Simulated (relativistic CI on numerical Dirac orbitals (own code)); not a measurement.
# Ti3+ in a cubic cluster: 1s photoemission with charge transfer

Computed with a charge-transfer multiplet model of a cubic metal-ligand cluster with up to 2 ligand holes, Slater and spin-orbit integrals from Dirac-Coulomb-Breit ions, Slater integrals scaled by 0.8. The ground state mixes d1 with configurations of k ligand holes L, whose averages lie at kΔ + k(k − 1)U_dd/2; a core hole lowers each added d electron by U_cd. 300 K, Lorentzian 1.1 eV and Gaussian 0.6 eV FWHM.

Atomic integrals in eV (Slater integrals scaled, ζ unscaled), ground: F2dd 6.578, F4dd 4.090, zeta_d 0.017; with the core hole: F2dd 6.578, F4dd 4.090, zeta_d 0.030, G2cd 0.039. Where a configuration has fewer than two d electrons, the dd integrals are those of d2.

Cluster parameters (eV): Δ = 2.4, U_dd = 5.8, U_cd = 7.3, 10Dq(ligand) = 0.8, V(eg) = 2.25, V(t2g) = -1, final-state hopping factor = 1.

| Case | n_d | d1 | d2L | d3L2 | S |
| --- | --- | --- | --- | --- | --- |
| 10Dq = -0.65 eV | 1.70 | 0.40 | 0.51 | 0.10 | 0.50 |
| 10Dq = -0.35 eV | 1.69 | 0.40 | 0.50 | 0.09 | 0.50 |
| 10Dq = 0.25 eV | 1.67 | 0.42 | 0.49 | 0.09 | 0.50 |
| 10Dq = 0.85 eV | 1.65 | 0.44 | 0.48 | 0.08 | 0.50 |
| 10Dq = 1.15 eV | 1.64 | 0.44 | 0.48 | 0.08 | 0.50 |

Weights, n_d and S are thermal averages at 300 K. Binding energies count from the first peak over 30 % of the highest in each spectrum, which can be another peak from case to case. The parameters are a model scan and need not match a compound or its usual spin state. A negative ionic 10Dq is a model choice; hopping adds the covalent part of the field. Peaks in eV (height, largest 100):
- 10Dq = -0.65 eV: 0.0 (100), 10.5 (17)
- 10Dq = -0.35 eV: 0.0 (100), 10.4 (17)
- 10Dq = 0.25 eV: 0.0 (100), 10.5 (17)
- 10Dq = 0.85 eV: 0.0 (100), 10.5 (18)
- 10Dq = 1.15 eV: 0.0 (100), 10.5 (19)

For the case 10Dq = 0.25 eV, Δ = 2.4 eV is smaller than U_dd = 5.8 eV, the charge-transfer side of the Zaanen-Sawatzky-Allen scheme. With the core hole the average of the configuration with one ligand hole lies at Δ − U_cd = -4.9 eV before mixing: the effective hopping of about 4.7 eV (from the holes of the mixed ground state) is comparable with this gap or larger, so the configurations mix strongly.
